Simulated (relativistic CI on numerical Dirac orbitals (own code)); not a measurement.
# Slater and spin-orbit integrals, I L

Calculated at this level of theory: Dirac-Coulomb-Breit CI, separate exchange-only KLI orbitals for each configuration, a model potential for QED, unscaled Slater integrals (own radial code, finite nucleus).

Slater integrals F^k, G^k are unscaled and averaged over j, outside the closed core 1s2; ζ comes from projecting the Hamiltonian with its Breit term on Σ l·s of the shell.

- 2s2p: G^1(2s,2p) = 1.0497e+06, ζ(2p) = 1.8163e+06 cm⁻¹; <r>(2s) = 0.1102, <r^2>(2s) = 0.0143, <r>(2p) = 0.09513, <r^2>(2p) = 0.01095 (bohr units).
- 2p²: F^2(2p,2p) = 998960, ζ(2p) = 1.8088e+06 cm⁻¹; <r>(2p) = 0.09524, <r^2>(2p) = 0.01097 (bohr units).
- 2p3s: ζ(2p) = 1.8382e+06, G^1(2p,3s) = 108240 cm⁻¹; <r>(2p) = 0.09481, <r^2>(2p) = 0.01088, <r>(3s) = 0.2543, <r^2>(3s) = 0.0737 (bohr units).

Averages of the first 10 configurations, taken without configuration mixing, which lowers the lowest level and can move excited configurations by several eV; other configurations of the list can lie among them:

```json
{"Configuration": "2s²", "Parity": "even", "States": "1", "Average energy above the lowest level (eV)": "9.9"}
{"Configuration": "2s2p", "Parity": "odd", "States": "12", "Average energy above the lowest level (eV)": "347.8"}
{"Configuration": "2p²", "Parity": "even", "States": "15", "Average energy above the lowest level (eV)": "728.9"}
{"Configuration": "2p3s", "Parity": "odd", "States": "12", "Average energy above the lowest level (eV)": "5552.8"}
{"Configuration": "2p3p", "Parity": "even", "States": "36", "Average energy above the lowest level (eV)": "5659.6"}
{"Configuration": "2s3s", "Parity": "even", "States": "4", "Average energy above the lowest level (eV)": "5200.3"}
{"Configuration": "2s3p", "Parity": "odd", "States": "12", "Average energy above the lowest level (eV)": "5310.7"}
{"Configuration": "2s3d", "Parity": "even", "States": "20", "Average energy above the lowest level (eV)": "5387.4"}
{"Configuration": "2s4s", "Parity": "even", "States": "4", "Average energy above the lowest level (eV)": "6981.7"}
{"Configuration": "2s4p", "Parity": "odd", "States": "12", "Average energy above the lowest level (eV)": "7027.4"}
```
